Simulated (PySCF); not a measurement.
Computed spin Hamiltonian

Species: C4H7F2O2Si (doublet state).
Cartesian coordinates in Å at the GFN2-xTB level; atoms count from 1:
```xyz
16
C4H7F2O2Si angstrom
C     -1.2144   -1.2763    0.5322
C     -0.6415    0.1443    0.5562
O     -1.4400    1.0113   -0.2176
Si    -0.6693    1.6203   -1.5191
O      0.8158    0.9508   -1.1512
C      0.7328    0.2128   -0.0292
C      1.9405   -0.4083    0.5200
F      2.1005   -0.1303    1.8520
F      1.8984   -1.7853    0.4858
H     -1.1980   -1.6582   -0.4854
H     -0.6194   -1.9251    1.1680
H     -2.2403   -1.2590    0.8890
H     -0.6472    0.5134    1.5938
H     -0.5445    3.0622   -1.4293
H     -1.1302    1.0319   -2.7644
H      2.8493   -0.0957   -0.0123
```

The hyperfine couplings belong to this conformer and change with its torsions.

The species is `C[C@@H]1O[SiH2]O[C]1C(F)F` [radical].

Method used: PySCF, UKS B3LYP, pcH-1 on C F H O Si, non-relativistic, mean-field spin-orbit, GIAO. Isolated species at its GFN2-xTB geometry (one conformer only). A GFN2-xTB geometry isn't a minimum of the functional, and hyperfine couplings can be far from their values at a DFT geometry. The SCF solution wasn't tested for stability.

* g1, g2, g3: 2.00213, 2.00287, 2.00400
* g_iso: 2.00300
* Form of g: rhombic: the two nearest values differ by 40 % of g3 − g1
* ⟨S²⟩: 0.7537 (exact 0.7500)
* α and β electrons: 40, 39
* HOMO–LUMO gap, α and β orbitals: 4.91, 6.51 eV
* Basis functions: 305

Hyperfine couplings atom by atom, in MHz; T1 to T3 are the principal values of the dipolar part:

```
atom  isotope  a_iso  of which spin–orbit     T1     T2     T3  Mulliken spin population
  C1      13C   55.0                  0.0   -3.8   -3.6    7.4                      0.03
  C2      13C  -29.3                  0.0   -1.2    0.1    1.1                     -0.06
  O3      17O    0.7                  0.0   -1.0    0.4    0.7                      0.00
 Si4     29Si    4.5                  0.0   -1.1    0.3    0.8                     -0.01
  O5      17O  -19.8                  0.0  -65.9   32.1   33.8                      0.13
  C6      13C   81.6                  0.0  -76.0  -75.1  151.2                      0.82
  C7      13C  -34.1                  0.0   -4.5   -0.2    4.7                     -0.01
  F8      19F  136.1                  0.1  -67.6  -64.2  131.8                      0.02
  F9      19F  223.5                  0.2  -82.5  -79.6  162.1                      0.03
 H10       1H   -2.8                  0.0   -4.7   -2.0    6.7                      0.00
 H11       1H   -2.1                  0.0   -3.9   -2.1    6.1                      0.00
 H12       1H    9.8                  0.0   -2.6   -1.6    4.3                      0.01
 H13       1H   75.9                  0.0   -4.6   -3.9    8.5                      0.03
 H14       1H    4.4                  0.0   -2.0   -2.0    4.0                      0.00
 H15       1H    3.6                  0.0   -2.1   -2.0    4.0                      0.00
 H16       1H   -0.4                  0.0   -6.4   -3.9   10.3                      0.00
```

Largest spin populations (Mulliken): C6 (+0.82) and O5 (+0.13). No atom but C6 exceeds +0.15. The angles at C6 add up to 360.0°, so it is planar.

Axes: g3 points within 5° of the C6–C7 bond.

Under fast tumbling the dipolar parts average out, and these isotropic splittings remain: 1 × 19F (F9, I = 1/2, 2 lines) with 7.97 mT, 1 × 19F (F8, I = 1/2, 2 lines) with 4.86 mT, 1 × 1H (H13, I = 1/2, 2 lines) with 2.71 mT, 1 × 1H (H14, I = 1/2, 2 lines) with 0.16 mT, 1 × 1H (H15, I = 1/2, 2 lines) with 0.13 mT and 3 × 1H (H10/H11/H12, I = 1/2, 4 lines) with 0.06 mT.

Means are taken over nuclei equivalent by connectivity, which assumes that they swap fast. The three 1H nuclei of mean +1.6 MHz run from -2.8 to 9.8 MHz in the frozen geometry.

The 17O coupling of O5 (-19.8 MHz) shows only in satellite lines or after enrichment, since that isotope makes up about 0.038 % of natural oxygen.

The 13C coupling of C6 (81.6 MHz) shows only in satellite lines or after enrichment, since that isotope makes up about 1.07 % of natural carbon.

The spin density at the nucleus, in bohr⁻³, is negative for C7 (-0.0303), C2 (-0.0261) and Si4 (-0.0051), for instance. A restricted open-shell determinant has no negative spin density anywhere; here it arises because α and β orbitals differ (spin polarisation).

Hardware: an Arm Neoverse N1 with one thread, no GPU (shared host). Cost: 3.0 min (grids of density and orbitals included), 1.1 GiB resident at most.
